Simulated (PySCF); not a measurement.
One formula, C6H9PS, several structures.

PySCF, CAM-B3LYP/def2-SVPD, density fitting, gas phase; each molecule at its own GFN2-xTB geometry, one conformer. Singlet excitations by full TDDFT with frozen cores and triplets by Tamm–Dancoff TDDFT. 

Torsions of the conformers computed, which needn't be the lowest (atom-mapped SMILES):
- `[CH:1]#[C:2][CH2:3][P@:4]([CH3:5])(=[S:6])[CH:7]=[CH2:8]`: C2–C3–P4–C5 -55°, C3–P4–C7–C8 127°
- `[CH3:1][CH:2]([CH3:3])[c:4]1[cH:5][p:6][cH:7][s:8]1`: C1–C2–C4–C5 62°
- `[CH3:1][CH:2]([CH3:3])[c:4]1[p:5][cH:6][cH:7][s:8]1`: C1–C2–C4–P5 -118°

The conformers of `C=CC1=C[P@@H](=S)CC1` and `C#CP1CCSCC1` aren't listed.

Reference: `C#CC[P@](C)(=S)C=C`, with HOMO energy -7.78 eV, LUMO energy 0.31 eV, lowest singlet excitation 5.20 eV, lowest triplet excitation 4.38 eV and mean polarisability 115.2 au.

Changes against it:

```
            molecule  Δ electronic energy (kcal/mol)  Δ HOMO energy (eV)  Δ LUMO energy (eV)  Δ lowest singlet excitation (eV)  Δ lowest triplet excitation (eV)  Δ mean polarisability (au)
C=CC1=C[P@@H](=S)CC1                           -31.9               +0.05               -0.99                             -0.68                             -1.23                        +5.9
        CC(C)c1pccs1                           -33.3               -0.05               -0.46                             -0.30                             -1.37                        -4.5
         C#CP1CCSCC1                            +1.0               +0.18               +0.69                             +0.17                             +0.42                        -6.3
```

Rows whose labels were lost:

```tsv
row	Δ electronic energy (kcal/mol)	Δ HOMO energy (eV)	Δ LUMO energy (eV)	Δ lowest singlet excitation (eV)	Δ lowest triplet excitation (eV)	Δ mean polarisability (au)
P	-33.3	+0.05	-1.13	-1.40	-1.73	-0.4
Q	-34.4	-0.09	-0.47	-0.23	-1.35	-4.7
```

Problem. Which row belongs to which of `CC(C)c1cpcs1` and `CC1=C[P@H](=S)C(C)=C1`?

Solution. P = `CC1=C[P@H](=S)C(C)=C1` and Q = `CC(C)c1cpcs1`. P and Q are told apart most clearly by the lowest singlet excitation (-1.40 against -0.23 eV); Q comes close to the labelled row of `CC(C)c1pccs1` in every column.

Problem. Which row has the smallest HOMO–LUMO gap and which the largest, and does the HOMO or the LUMO shift more there?

Solution. Smallest, counted from the reference: P, -1.18 eV (HOMO +0.05, LUMO -1.13), the larger shift being that of the LUMO. Largest: `C#CP1CCSCC1`, +0.51 eV (HOMO +0.18, LUMO +0.69), the larger shift being that of the LUMO.
